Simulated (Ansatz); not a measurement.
Program: Ansatz. Geometries: PBE0-D4/def2-TZVP. ΔE: electronic, gas phase. CBS: MP2 limit from def2 TZ/QZ plus the TZ coupled-cluster correction, frozen cores. This one scheme is used for every species. Functionals use def2-TZVPP. B3LYP here is the variant with VWN-RPA as its local correlation; programs differ in this. Each species was taken in one conformer, which may not be the lowest.

Reaction (hydrogenolysis of a B–O bond): `OB[SiH](O)F` + H₂ → `B[SiH](O)F` + H₂O

CCSD(T)/CBS gives +1.28 eV.

Q: Another level gave +1.36 eV. Which?
A. B3LYP-D4/def2-TZVPP
B. LC-ωPBE/def2-TZVPP
C. HF/def2-TZVPP
D. CCSD/def2-TZVPP

A: A. B3LYP-D4 1.36, HF/def2-TZVPP 1.13, CCSD/def2-TZVPP 1.25, LC-ωPBE 1.30 eV.

Largest T1 diagnostic among the species: 0.013.

From BLYP to BHLYP (50 % exact exchange), in def2-TZVPP and without D4, ΔE moves by −0.10 eV. The D4 term adds +0.04 eV with B3LYP and +0.02 eV with PBE0; it sums over pairs of atoms, weighted by their polarisabilities, and B3LYP, whose exchange is more repulsive, gets the larger term. At CCSD(T), def2-SVP lies +0.25 eV from the extrapolated value and def2-TZVPP +0.02 eV.
